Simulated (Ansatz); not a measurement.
Pulling on the Be1–H2 bond in BeClH (SMILES [BeH][Cl]) (multiplicity 1 held, fragments rigid). Energies count from the point at 1.323 Å.
Geometry at that point (charge 0, multiplicity 1):
```xyz
3

Be     0.000     0.000    -1.335
H      0.000     0.000    -2.658
Cl     0.000     0.000     0.471
```

Unrestricted levels (U-) break spin symmetry where that is lower. Active spaces are followed from a long bond inwards. Levels need not reach the same state.

Cores are frozen in the correlated methods.

Programs: Ansatz (Gaussian basis) for Hartree–Fock, density functionals and correlated methods. Values without a source in brackets are computed.

What energy at R = 4.233 Å does U-PBE/aug-cc-pV(T+d)Z give?

3.92 eV

What is the computed energy at R = 4.233 Å (FIC-MRCISD+Q on CASSCF(2,2)/aug-cc-pV(T+d)Z)?

4.08 eV

What is the computed energy at R = 4.233 Å (U-HF/aug-cc-pV(T+d)Z)?

3.18 eV

Doubts at one or more of the structures used: a spin-contaminated determinant (U-HF/aug-cc-pV(T+d)Z, U-PBE/aug-cc-pV(T+d)Z).

Ansatz is a first-principles code.
